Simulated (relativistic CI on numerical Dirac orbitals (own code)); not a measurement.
## d2 in a ligand field

Computed with a parametric ligand-field model of a d^n configuration (Racah B and C, spin-orbit zeta, crystal field), exact diagonalisation.

Field parameters in Wybourne normalisation: Oh B⁴₀ = 21Dq, B⁴₄ = √(5/14) B⁴₀; Td as Oh with Dq negative (B⁴₀ = 21Dq, B⁴₄ = √(5/14) B⁴₀). The field is a parameter set, without covalency.

Question: Lowest levels for B = 850, C = 3740, ζ = 780 cm⁻¹, Oh, 10Dq = 36150 cm⁻¹?

Answer: E 0 (S 1.00), T2 25 (S 1.00), T1 999 (S 1.00), A1 1449 (S 1.00), T2 13441 (S 0.01), E 13596 (S 0.01), A1 30006 (S 0.01), A2 34347 (S 1.00), T2 34558 (S 1.00) cm⁻¹, with S from ⟨S²⟩ = S(S + 1). The ground level has 0.02 electrons in the cubic e pair.

Question: Lowest levels for B = 620, C = 2220, ζ = 430 cm⁻¹, Oh, 10Dq = 7600 cm⁻¹?

Answer: E 0 (S 1.00), T2 48 (S 1.00), T1 663 (S 1.00), A1 977 (S 1.00), T2 6844 (S 0.96), A2 6897 (S 1.00), T1 7237 (S 1.00), E 7270 (S 1.00), T2 9041 (S 0.12) cm⁻¹, with S from ⟨S²⟩ = S(S + 1). The ground level has 0.08 electrons in the cubic e pair.

Question: Lowest levels for B = 690, C = 2900, ζ = 100 cm⁻¹, Td, 10Dq = -8600 cm⁻¹?

Answer: T2 0 (S 1.00), A2 8553 (S 1.00), T2 8578 (S 1.00), E 8617 (S 1.00), T1 8626 (S 1.00), E 11010 (S 0.01), T2 13720 (S 1.00), E 13726 (S 1.00), T1 13820 (S 1.00) cm⁻¹, with S from ⟨S²⟩ = S(S + 1). The ground level has 2.00 electrons in the cubic e pair.

Question: Lowest levels for B = 860, C = 3910, ζ = 430 cm⁻¹, Oh, 10Dq = 23350 cm⁻¹?

Answer: E 0 (S 1.00), T2 14 (S 1.00), T1 573 (S 1.00), A1 845 (S 1.00), T2 13699 (S 0.01), E 13924 (S 0.00), A2 21698 (S 1.00), T2 21830 (S 1.00), T1 22022 (S 1.00) cm⁻¹, with S from ⟨S²⟩ = S(S + 1). The ground level has 0.03 electrons in the cubic e pair.

Question: Lowest levels for B = 890, C = 3830, ζ = 450 cm⁻¹, Oh, 10Dq = 3850 cm⁻¹?

Answer: E 0 (S 1.00), T2 101 (S 1.00), T1 771 (S 1.00), A1 1158 (S 1.00), A2 3510 (S 1.00), T2 3548 (S 1.00), T1 3903 (S 1.00), E 3981 (S 1.00), T2 7668 (S 1.00) cm⁻¹, with S from ⟨S²⟩ = S(S + 1). The ground level has 0.17 electrons in the cubic e pair.
